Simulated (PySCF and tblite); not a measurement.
The numbers below are computed, except where a source is named.
C₇H₈F₄, numbered as in [F:1][C:2]([F:3])([F:4])[C@@H:5]1[C@H:6]2[CH2:7][CH2:8][C@:9]1([F:10])[CH2:11]2.

Free energies: PBE0-D3(BJ)/pcSseg-1 on GFN2-xTB structures plus GFN2-xTB thermal terms, symmetry and mirror images included. Conformers within 2.5 kcal/mol (GFN2-xTB free energy) were kept, 4 at most. GIAO shieldings: PBE0/pcSseg-1. Shifts are against TMS (¹H), TMS (¹³C), CFCl3 (¹⁹F) at the same level; of two unlike H on one atom, a is the less shielded. Run with PySCF (density fitting) and tblite.

**Question.** What shifts does this protocol give at 298.15 K under fast conformational exchange?

**Answer.** ¹H: 2.91 (H11a, 1H), 2.45 (H5, 1H), 2.30 (H6, 1H), 1.91 (H8a, 1H), 1.89 (H8b, 1H), 1.73 (H7a, 1H), 1.70 (H7b, 1H), 1.55 (H11b, 1H) ppm. ¹³C: 135.9 (C2), 96.9 (C9), 60.4 (C5), 42.7 (C11), 32.7 (C8), 31.8 (C6), 30.7 (C7) ppm. ¹⁹F: -77.7 (F1/F3/F4), -184.0 (F10) ppm.

Unscaled ¹⁹F shifts at such levels can be off by tens of ppm; differences between conformers or isomers are more reliable. Shifts are unscaled: against experiment ¹³C can be off by 15 ppm or more and ¹H by 0.8 ppm.
